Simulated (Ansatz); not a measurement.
The cluster Cu₂Sn₂⁺ was relaxed with PBE-D4 (def2-SVP) in Ansatz in these states: charge +1 doublet, charge +1 quartet. The geometries follow in no particular order.

In the def2 sets Sn takes a core potential; there is no spin–orbit coupling.

A:

```csv
atom,x (Å),y (Å),z (Å)
Cu1,-1.345,-0.239,-0.475
Cu2,-0.153,0.934,1.094
Sn3,0.598,-1.629,0.763
Sn4,0.900,0.934,-1.382
```

B:

```xyz
4

Cu   -0.396    1.445   -0.382
Cu   -0.265   -0.937   -1.201
Sn    1.664   -0.016    0.312
Sn   -1.003   -0.493    1.272
```

**Question.** Judge from the bond lengths which geometry belongs to which state (an estimate).

**Answer.** A is the charge +1 quartet (Sn3–Sn4 3.356 Å, Cu1–Cu2 2.293 Å, Cu1–Sn4 2.690 Å); B is the charge +1 doublet (Sn3–Sn4 2.874 Å, Cu1–Cu2 2.523 Å, Cu1–Sn4 2.619 Å).
